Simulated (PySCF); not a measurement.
Species: `[SiH3]OC1=CC=C(Cl)[SiH2]1`. The columns A, B, C and D hold Mulliken, IAO, Hirshfeld and ESP-fitted charges (e) of one PBE0/pcSseg-1 density (PySCF), in a shuffled order. Coordinates in Å (GFN2-xTB); the density's dipole moment is (2.14, -0.10, 0.18) D.

| atom | x | y | z | A | B | C | D |
| --- | --- | --- | --- | --- | --- | --- | --- |
| Si1 | 2.805 | -0.238 | 0.216 | +0.871 | +0.667 | +0.601 | +0.393 |
| O2 | 1.377 | -0.947 | -0.089 | -0.568 | -0.583 | -0.369 | -0.194 |
| C3 | 0.115 | -0.491 | -0.105 | -0.058 | -0.007 | +0.076 | -0.012 |
| C4 | -0.934 | -1.287 | -0.394 | -0.204 | -0.127 | -0.254 | -0.079 |
| C5 | -2.238 | -0.659 | -0.373 | -0.141 | +0.011 | -0.048 | -0.053 |
| C6 | -2.248 | 0.648 | -0.068 | -0.315 | -0.425 | -0.247 | -0.097 |
| Cl7 | -3.692 | 1.578 | 0.010 | -0.024 | -0.085 | -0.073 | -0.054 |
| Si8 | -0.490 | 1.275 | 0.248 | +0.711 | +0.746 | +0.455 | +0.327 |
| H9 | 3.673 | -1.389 | 0.029 | -0.117 | -0.091 | -0.097 | -0.069 |
| H10 | 3.053 | 0.850 | -0.732 | -0.146 | -0.103 | -0.121 | -0.077 |
| H11 | 2.830 | 0.308 | 1.575 | -0.146 | -0.103 | -0.121 | -0.077 |
| H12 | -0.839 | -2.336 | -0.629 | +0.162 | +0.097 | +0.174 | +0.053 |
| H13 | -3.122 | -1.238 | -0.594 | +0.165 | +0.100 | +0.154 | +0.056 |
| H14 | -0.261 | 1.691 | 1.629 | -0.095 | -0.048 | -0.064 | -0.059 |
| H15 | -0.032 | 2.242 | -0.745 | -0.095 | -0.048 | -0.065 | -0.059 |

Q: Which column most likely holds the ESP-fitted charges?

A: C. Σ q r misses the density's dipole by 0.05 D (C), 0.61 D (D), 2.48 D (A), 3.25 D (B). Charges fitted to the outside potential are the only set here that is tied to the molecule's multipoles.

Q: And the Hirshfeld charges?

A: D. The mean sizes are 0.111 e (D), 0.195 e (C), 0.216 e (B), 0.255 e (A), and Hirshfeld charges are commonly the smallest of these schemes.

As computed, A = IAO, B = Mulliken, C = ESP-fitted, D = Hirshfeld. Hydrogens on carbon: IAO +0.16 to +0.17, Mulliken +0.10 to +0.10, ESP-fitted +0.15 to +0.17, Hirshfeld +0.05 to +0.06 e.

The ESP scheme fits charges at the nuclei, held to the total charge, to the electrostatic potential on points at 1.4 to 2.0 times the van der Waals radii. The Hirshfeld scheme weights the molecular density at each point by an atom's share of the summed free-atom densities.

One conformer (not necessarily the lowest) at the GFN2-xTB geometry, without solvent, vibrations or thermal averaging.

The values belong to the conformer `[SiH3:1][O:2][C:3]1=[CH:4][CH:5]=[C:6]([Cl:7])[SiH2:8]1`: Si1–O2–C3–C4 180°.
